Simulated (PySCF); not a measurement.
# Electronic absorption of C3H3F3S

Species: C3H3F3S.
InChI=1S/C3H3F3S/c1-2(7)3(4,5)6/h1H3

Method: TDDFT wB97X-D/def2-SVPD, vertical, gas phase, core orbitals frozen in the response in PySCF 2.14.0, density-fitted response routines. Isolated species at its PBE0-D3(BJ)/def2-SVP geometry, gas phase. Torsions of this conformer, `[CH3:1][C:2](=[S:3])[C:4]([F:5])([F:6])[F:7]`: C1–C2–C4–F5 61°.

| state | E (eV) | λ (nm) | ν̃ (cm⁻¹) | f | \|μ\| (D) | main configurations (H = HOMO, L = LUMO) |
| --- | --- | --- | --- | --- | --- | --- |
| S1 | 2.35 | 527.0 | 18970 | 0.0000 | 0.03 | H→L (100%) |
| S2 | 5.97 | 207.8 | 48120 | 0.264 | 3.41 | H-1→L (95%) |
| S3 | 6.38 | 194.4 | 51450 | 0.0004 | 0.12 | H-2→L (96%) |
| S4 | 6.99 | 177.4 | 56380 | 0.087 | 1.81 | H→L+1 (77%), H→L+5 (10%), H→L+2 (8%) |
| S5 | 7.19 | 172.5 | 57990 | 0.0011 | 0.20 | H→L+2 (80%) |
| S6 | 7.35 | 168.7 | 59270 | 0.0016 | 0.24 | H-3→L (94%) |

The lowest singlet lies at 2.35 eV (527 nm, visible) and is dark (f under 0.0005); its leading configuration is HOMO→LUMO (100%). The most intense listed level is S2 at 5.97 eV (208 nm, f = 0.264), 3.61 eV above S1. S1 has the pattern of n→π* at C=S. Orbital energies (eV): HOMO-3 -13.87, HOMO-2 -12.83, HOMO-1 -11.08, HOMO -9.08, LUMO -1.24, LUMO+1 2.07, LUMO+2 2.55. The oscillator strengths of these states sum to 0.354; summed over the whole spectrum of an exact calculation they would give the number of electrons, 64 (Thomas–Reiche–Kuhn). The listed states span 5.00 eV, and the widest gap between neighbours is 3.61 eV (S1 to S2). S1 lies in the visible range (380 to 750 nm), at 527 nm, dark in the vertical dipole picture (f under 0.0005); light of that wavelength is green, and its complementary colour is purple. Only the lowest 6 singlets were computed, as vertical energies without vibronic structure.
